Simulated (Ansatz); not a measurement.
Consider the redistribution: `[OH][Zr]([OH])([OH])[Cl]` + `FB(F)c1ccccc1` → `[OH][Zr]([OH])([Cl])[c]1ccccc1` + `OB(F)F`.

Program: Ansatz. Geometries: PBE0-D4/def2-TZVP. ΔE: electronic, gas phase. CCSD(T)/CBS adds triple-zeta CCSD(T) − MP2 to the extrapolated MP2 energy (def2 sets, frozen cores). This one scheme is used for every species. Functionals use def2-TZVPP. def2 core potentials past Kr. For Zr outer-core shells are correlated without core-valence functions, which leaves a few kJ/mol of doubt a bond. One conformer a species, not always the lowest.

Problem. Is it downhill or uphill in electronic energy at CCSD(T)/CBS, and by how much? (Estimate.)

Solution. Computed: Uphill: ΔE = +59.9 kJ/mol.

Problem. What do these levels give: PBE0-D4, r2SCANh-D4, revPBE, HF/def2-SVP, MP2/def2-TZVPP, CCSD(T)/def2-TZVPP? (Estimate.)

Solution. Computed: PBE0-D4 60.8, r2SCANh-D4 63.1, revPBE 64.6, HF/def2-SVP 69.1, MP2/def2-TZVPP 52.4, CCSD(T)/def2-TZVPP 54.6 kJ/mol.

Largest T1 diagnostic among the species: 0.016.

At CCSD(T), def2-SVP lies −11.6 kJ/mol from the extrapolated value and def2-TZVPP −5.3 kJ/mol. The D4 term adds −6.4 kJ/mol with B3LYP and −4.1 kJ/mol with PBE0; it sums over pairs of atoms, weighted by their polarisabilities, and B3LYP, whose exchange is more repulsive, gets the larger term.

B3LYP here is the variant with VWN-RPA as its local correlation; programs differ in this.
